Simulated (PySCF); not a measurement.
Bond stretch in AsH, triplet.

- ROKS-PBE0 = restricted open-shell PBE0/cc-pVDZ in PySCF
- NEVPT2 = PySCF 2.14.0 with SC-NEVPT2 on CASSCF(6,5)/cc-pVDZ, all electrons correlated
- UCCSD = CCSD on UHF/cc-pVDZ, 9 core orbitals frozen (PySCF)
- ROKS-LDA (SVWN5) = PySCF with restricted open-shell LDA (SVWN5)/cc-pVDZ
- UCCSD(T) = CCSD(T) on UHF/cc-pVDZ, 9 core orbitals frozen run with PySCF

Energies are in kJ/mol, each relative to the lowest point of its own curve near equilibrium.

```
R / Å  ROKS-PBE0  NEVPT2  UCCSD  ROKS-LDA (SVWN5)  UCCSD(T)
-----  ---------  ------  -----  ----------------  --------
1.16       223.5   224.8  222.1             227.1     222.8
1.22       142.0   143.2  140.7             145.8     141.3
1.31        62.5    63.6   61.6              65.8      62.1
1.36        35.0    36.0   34.3              37.8      34.8
1.45         7.3     7.9    7.1               8.8       7.3
1.47         4.2     4.7    4.0               5.3       4.2
1.53         0.0     0.0    0.0               0.0       0.0
1.58         1.4     0.8    1.4               0.4       1.3
1.61         3.9     3.0    4.0               2.3       3.7
1.68        13.8    11.9   13.7              10.7      13.2
1.76        30.2    26.7   29.6              25.4      28.7
1.90        67.0    59.3   64.2              58.9      62.6
2.06       114.5    99.3  107.1             102.7     104.7
2.30       186.4   153.0  165.3             169.3     162.0
2.54       252.1   192.1  206.0             229.8     204.0
2.74       299.9   213.1  225.6             273.5     225.6
3.05       361.4   230.2  239.3             328.9     241.2
3.38       411.7   237.8  244.2             373.2     246.6
3.76       453.9   241.0  246.0             409.2     248.6
4.17       485.4   242.2  246.6             435.0     249.3
4.60       507.2   242.6  246.9             451.8     249.5
5.36       528.3   241.9  247.0             466.2     249.7
6.19       538.8   241.9  247.1             471.5     249.7
```

At the longest distance, 6.19 Å, ROKS-PBE0 lies highest above its minimum (538.8 kJ/mol) and NEVPT2 lowest (241.9 kJ/mol).

At the longest distance ROKS-PBE0 leaves fractional charges on the fragments, a sign of delocalisation error or of the restricted form. The unrestricted determinant behind UCCSD, UCCSD(T) is spin-contaminated at 2.06 to 6.19 Å (<S²> up to 3.0, against 2.00 for a pure triplet).
